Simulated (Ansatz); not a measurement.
Molecule: C4H7S, charge 1, multiplicity 1. It need not be the lowest isomer of its formula. SMILES: C1=CC[SH+]C1
Geometry from a B3LYP-D3(BJ)/def2-TZVP (Ansatz, a quantum-chemistry and plane-wave program) optimisation:
```xyz
12

C     -1.3591     0.0184     0.0390
C     -0.7162    -1.3198    -0.1772
C      0.6038    -1.3825    -0.1024
C      1.3416    -0.1099     0.1920
S      0.0533     1.2071     0.0717
H     -2.0428     0.3380    -0.7470
H     -1.8683     0.1091     1.0005
H     -1.3535    -2.1785    -0.3427
H      1.1716    -2.2983    -0.1997
H      1.7456    -0.0625     1.2051
H      2.1367     0.1396    -0.5103
H      0.1380     1.4016    -1.2612
```
Charge +1, spin multiplicity 1.

Parts of the frozen-core correlation energy in cc-pV(D+d)Z (Ansatz, hartree). Frozen orbitals: 9; correlated occupied orbitals by spin: 14 and 14; virtual: 91 and 91. No spin-orbit coupling. No relativistic terms.

```json
[
 {"term": "reference (HF)", "value": "-552.81983"},
 {"term": "MP2 opposite-spin", "value": "-0.50656"},
 {"term": "MP2 same-spin", "value": "-0.16230"},
 {"term": "CCSD correlation", "value": "-0.72659"},
 {"term": "(T)", "value": "-0.02687"},
 {"term": "T1 diagnostic", "value": "0.011"},
 {"term": "largest doubles amplitude", "value": "0.101"}
]
```
